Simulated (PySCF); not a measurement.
# How methods differ on the interval between two levels of Ag³⁺

Ag³⁺ [Kr] 4d8 [3F4, M_J = 4] → Ag³⁺ [Kr] 4d7 5s1 [5F5, M_J = 5], as a difference of total energies. Computed with PySCF 2.14 in x2c-TZVPall-2c with one added diffuse shell each of s, p, d type (9s10p8d1f, 86 functions), with the two-component X2C-1e Hamiltonian. Correlated levels: [Ar] 3d10 frozen; the 6 highest virtual spinors dropped. "Screened" scales the spin-orbit matrix elements by Boettger's factors to mimic the two-electron term; Breit and QED terms are absent.

| method | interval between two levels (cm⁻¹) |
| --- | --- |
| GHF (spin-free) | 96357 |
| GMP2 (spin-free) | 97254 |
| GHF (screened spin-orbit) | 95751 |
| GMP2 (screened spin-orbit) | 96618 |

The labels give the starting determinants; with spin-orbit coupling the two ends relaxed to ⟨J²⟩ = 20.01, ⟨L²⟩ = 12.08, ⟨S²⟩ = 2.00 and ⟨J²⟩ = 30.01, ⟨L²⟩ = 12.22, ⟨S²⟩ = 5.92.
